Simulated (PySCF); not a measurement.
C6H11N.
Numbering: `[CH3:1][N:2]=[C:3]1[CH2:4][CH:5]([CH3:6])[CH2:7]1` (hydrogens: H8, H9, H10 on C1; H11, H12 on C4; H13 on C5; H14, H15, H16 on C6; H17, H18 on C7)

Structure used (GFN2-xTB), in Å, numbered top down from 1:
```xyz
18
C6H11N angstrom
C      2.9037   -0.5101    0.3079
N      1.8145   -0.8092   -0.5759
C      0.6914   -0.2809   -0.4271
C     -0.5686   -0.4437   -1.2246
C     -1.2435    0.6063   -0.3148
C     -2.4685    0.1234    0.4397
C      0.0503    0.7132    0.5218
H      3.2451   -1.4478    0.7484
H      3.7215   -0.1049   -0.2897
H      2.6525    0.1968    1.1075
H     -0.4762   -0.1793   -2.2764
H     -0.9988   -1.4420   -1.1574
H     -1.4774    1.5324   -0.8432
H     -2.2484   -0.7994    0.9733
H     -3.2889   -0.0644   -0.2502
H     -2.7900    0.8719    1.1617
H      0.5188    1.6965    0.5434
H     -0.0465    0.3476    1.5439
```

Theory: TDDFT B3LYP/def2-SVPD, vertical, gas phase, core orbitals frozen in the response in PySCF.

| state | E (eV) | λ (nm) | ν̃ (cm⁻¹) | f | main configurations (H = HOMO, L = LUMO) |
| --- | --- | --- | --- | --- | --- |
| S1 | 4.88 | 254.1 | 39360 | 0.0025 | H→L (98%) |
| S2 | 6.11 | 203.1 | 49240 | 0.0095 | H→L+1 (93%) |
| S3 | 6.58 | 188.6 | 53030 | 0.024 | H→L+2 (92%) |
| S4 | 7.04 | 176.2 | 56750 | 0.059 | H→L+4 (54%), H-1→L (40%) |
| S5 | 7.11 | 174.3 | 57380 | 0.0004 | H→L+3 (92%) |
| S6 | 7.20 | 172.1 | 58090 | 0.037 | H-1→L+1 (65%), H→L+4 (16%), H-1→L (12%) |
| S7 | 7.30 | 169.9 | 58870 | 0.188 | H-1→L (38%), H-1→L+1 (26%), H→L+4 (23%) |
| S8 | 7.44 | 166.7 | 60000 | 0.0018 | H-2→L (92%) |

Triplets (Tamm–Dancoff): T1 4.21 eV, H→L (96%); T2 4.87 eV, H-1→L (91%); T3 6.03 eV, H→L+1 (89%), H→L+2 (9%).

The lowest singlet lies at 4.88 eV (254 nm, ultraviolet) and is very weak; its leading configuration is HOMO→LUMO (98%). The strongest level in the table is S7 at 7.30 eV (170 nm, f = 0.188). Löwdin shares by element: HOMO nitrogen 55%, carbon 30% or more; LUMO carbon 45% or more, nitrogen 27% (atoms not listed hold the other 29%). Of the 8 states listed, 4 reach f = 0.01 and 1 stays under 0.0005. Weighted by f, the mean energy of these states is 7.13 eV. The listed states span 2.56 eV, and the widest gap between neighbours is 1.23 eV (S1 to S2). Singlets were solved by full linear response, triplets in the Tamm–Dancoff approximation.
